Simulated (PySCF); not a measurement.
## Levels of I⁴²⁺ from EOM-EA-GCCSD

Reference: closed-shell I⁴³⁺, [Ne]; one electron is added. Calculated with PySCF 2.14, two-component X2C-1e with screened spin-orbit coupling, an even-tempered Gaussian basis (17 s from 5.3 bohr⁻², ratio 2.6; 13 p from 6.9 bohr⁻², ratio 2.6; 6 d from 7 bohr⁻², ratio 2.8; 3 f from 160 bohr⁻², ratio 2.8); frozen 1s2; the 48 highest virtual spinors dropped; of the others 44 kept and the rest restored at second order. No Breit or QED terms. Binding energies in eV.

```
level  Koopmans  second order  EOM-CCSD
3s1/2    3185.9        3186.6    3186.6
3p1/2    3088.5        3089.5    3089.5
3p3/2    3008.5        3009.3    3009.4
3d3/2    2883.5        2884.2    2884.2
3d5/2    2865.8        2866.5    2866.5
```

Electric-dipole lines between these computed levels:

```json
{"lower": "3s1/2", "upper": "3p1/2", "ΔE (eV)": "97.189", "vacuum wavelength (nm)": "12.76"}
{"lower": "3s1/2", "upper": "3p3/2", "ΔE (eV)": "177.29", "vacuum wavelength (nm)": "6.993"}
{"lower": "3p1/2", "upper": "3d3/2", "ΔE (eV)": "205.27", "vacuum wavelength (nm)": "6.040"}
{"lower": "3p3/2", "upper": "3d3/2", "ΔE (eV)": "125.17", "vacuum wavelength (nm)": "9.905"}
{"lower": "3p3/2", "upper": "3d5/2", "ΔE (eV)": "142.89", "vacuum wavelength (nm)": "8.677"}
```

For comparison, the ionisation energy of I⁴²⁺ is 3185.5 ± 0.5 eV (semi-empirical (NIST evaluation); NIST Atomic Spectra Database, ionization energies).

Only part of the computed levels is shown.
